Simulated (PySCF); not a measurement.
Al(F)(I)(OMe) (CH3AlFIO), SMILES C[O][Al]([F])[I].

Geometry: PBE0-D3(BJ)/def2-SVP. The def2 effective core potentials stand for the cores of I; spin–orbit coupling is left out. The values are those of a single conformer.

Two levels are set side by side: PBE/def2-TZVP (PySCF) and r2SCAN/def2-TZVP (PySCF). Same geometry, gas phase. Differences are taken from unrounded values.

```csv
quantity,r2SCAN,PBE,PBE minus r2SCAN
orbital gap (eV),5.60,4.86,-0.74
highest occupied level (eV),-7.21,-6.90,0.31
lowest empty level (eV),-1.61,-2.03,-0.43
dipole moment (D),2.01,2.00,-0.01
mean polarisability (bohr³),68.7,71.6,2.9
```

Rough cost on one machine, each run with all the roots and properties that it gave: r2SCAN against PBE about 3 times.
